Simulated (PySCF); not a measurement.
**Calculated NMR parameters of C=CO/C(=C\Cl)C(F)(F)F**

```
Formula                               : C5H4ClF3O
SMILES                                : C=CO/C(=C\Cl)C(F)(F)F
Point group of the computed structure : C1
Degrees of unsaturation               : 2
Carbon signals                        : 5
Proton signals                        : 4
```

Structure with atom numbers: `[CH2:1]=[CH:2][O:3]/[C:4](=[CH:5]\[Cl:6])[C:7]([F:8])([F:9])[F:10]`. Each H is labelled by its parent atom. Ha(C1) is cis to O3; Hb(C1) is trans to O3.

[PySCF 2.14.0 with density-fitted response routines: geometry: GFN2-xTB; NMR shieldings at PBE0/pcSseg-1/GIAO; non-relativistic Hamiltonian; fast rotation and ring inversion assumed for equivalent nuclei; in vacuum; single conformer]

δ = σ(ref) − σ, references computed at the same level: 1H (σref 31.72), 13C (σref 186.93) against TMS; 19F (σref 170.95) against CFCl3; 17O (σref 336.08) against H2O.

```tsv
carbon	δC, type	δH (multiplicity)	HMBC from (2–3 bonds)	span of the C tensor (ppm)
C1	99.1, CH2	Ha(C1) 4.71 (m); Hb(C1) 4.66 (m)	H(C2)	185
C2	157.3, CH	6.80 (m)	Ha(C1), Hb(C1)	178
C4	152.7, C	–	H(C2), H(C5)	164
C5	129.7, CH	6.71 (m)	–	168
C7	130.0, C	–	H(C5)	17
```

Other nuclei:
```csv
atoms,nucleus,environment,δ (ppm),σ (ppm)
F8/F9/F10,19F,fluorine of a CF3 group,-69.2,240.1
O3,17O,ether oxygen,176.3,159.8
```

- Carbon types of the structure: 2 × C, 2 × CH, 1 × CH2, which accounts for all hydrogens.
- δC 157.3, 152.7: alkene carbon bearing oxygen; an sp2 carbon further deshielded by the attached heteroatom.
- δC 130.0: CF3 carbon; 3 electronegative neighbours deshield it.
- δC 129.7, 99.1: β carbon of an enol-ether or enamine type C=C.
- δH 6.80: hydrogen on an alkene carbon bearing oxygen; attached to an sp2 carbon and in the plane of the double bond.
- δH 6.71, 4.71, 4.66: hydrogen on a β carbon of an enol-ether or enamine type C=C.

Carbons that carry Cl, above all several Cl atoms, come out too deshielded, partly because spin–orbit coupling is missing. Splittings by 19F in the carbon and heteronuclear signals aren't shown, as no couplings were computed. Shifts are as computed. Against solution values, carbons near 30 ppm lie about +3 ppm off and those near 130 ppm about +5 ppm; carbons on Cl a further +6 ppm. Of 1211 compounds with measured shifts, 218 miss one by over three times the rms of a fit or turn the order of signals round; such compounds aren't used in these exercises. Unscaled 19F shifts against computed CFCl3 carry errors that often reach 10 to 50 ppm. Experimental scales use liquid or dissolved standards, which lie at an offset from isolated H2O (liquid H2O: subtract about 36 ppm). No couplings were computed; multiplicities are counted from neighbouring protons, with m where these are inequivalent, close in shift, in a saturated or five-membered ring or joined by F or P, and br s for small geminal =CH2 splittings.
